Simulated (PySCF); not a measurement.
From one molecule to another.

First species: C₅H₉NO.
Bonds: C1–C2 (double), C2–C3, C3–O4 (double), C3–N5, N5–C6, N5–C7. Hydrogens: H8, H9 on C1; H10 on C2; H11, H12, H13 on C6; H14, H15, H16 on C7.

Second species: C₂H₈OSSi.
SMILES: `CO[Si@@H](C)S`

Levels: PBE0/def2-SVPD for dipole moment, HOMO energy, LUMO energy, HOMO–LUMO gap, static isotropic polarisability and electronic spatial extent ⟨r²⟩ about the centre of nuclear charge; TDDFT PBE0/def2-SVPD for lowest singlet excitation; TDA PBE0/def2-SVPD for lowest triplet excitation (Tamm–Dancoff); GFN2-xTB for rotational constant A and rotational constant C. Geometries: GFN2-xTB. All species are isolated and taken at one optimised geometry, non-relativistic unless stated; the electronic structure was computed with PySCF and density fitting.

Dipoles, sizes and rotational constants follow the conformer. The torsions of the flexible species, by atom-mapped SMILES:
- `[CH2:1]=[CH:2][C:3](=[O:4])[N:5]([CH3:6])[CH3:7]`: C1–C2–C3–O4 28°, C2–C3–N5–C6 4°
- `[CH3:1][O:2][Si@@H:3]([CH3:4])[SH:5]`: C1–O2–Si3–C4 60°, H–S5–Si3–O2 18°

Values for the first species:

| Quantity | Value |
| --- | --- |
| Dipole moment | 3.77 D |
| HOMO energy | -6.98 eV |
| LUMO energy | -0.95 eV |
| HOMO–LUMO gap | 6.03 eV |
| Lowest singlet excitation | 4.61 eV |
| Lowest triplet excitation (Tamm–Dancoff) | 3.84 eV |
| Static isotropic polarisability | 74.4 au |
| Electronic spatial extent ⟨r²⟩ about the centre of nuclear charge | 839 bohr² |
| Rotational constant A | 4.712 GHz |
| Rotational constant C | 1.471 GHz |

(1) Estimate the same properties for the second species, and the change in each.

Answers

(1) 
| property | first | second | second less first |
| --- | --- | --- | --- |
| dipole moment | 3.77 D | 2.64 D | -1.13 D |
| HOMO energy | -6.98 eV | -7.16 eV | -0.18 eV |
| LUMO energy | -0.95 eV | 0.34 eV | +1.29 eV |
| HOMO–LUMO gap | 6.03 eV | 7.50 eV | +1.47 eV |
| lowest singlet excitation | 4.61 eV | 6.03 eV | +1.42 eV |
| lowest triplet excitation (Tamm–Dancoff) | 3.84 eV | 5.60 eV | +1.76 eV |
| static isotropic polarisability | 74.4 au | 75.8 au | +1.4 au |
| electronic spatial extent ⟨r²⟩ about the centre of nuclear charge | 839 bohr² | 827 bohr² | -12 bohr² |
| rotational constant A | 4.712 GHz | 4.295 GHz | -0.417 GHz |
| rotational constant C | 1.471 GHz | 1.523 GHz | +0.052 GHz |

On the first: The vertical singlet–triplet gap S1 − T1 is 0.77 eV (TDDFT singlet less Tamm–Dancoff triplet; S1: HOMO−1→LUMO, weight 0.93; T1: HOMO−1→LUMO, weight 0.55, beside HOMO−2→LUMO, weight 0.37). The 8 singlets span 4.61 to 7.41 eV, and their oscillator strengths add up to 0.52.

On the second: The 8 singlets span 6.03 to 7.62 eV, and their oscillator strengths add up to 0.17. The principal polarisabilities are 66.8, 74.7 and 86.0 au; their mean is the isotropic value.
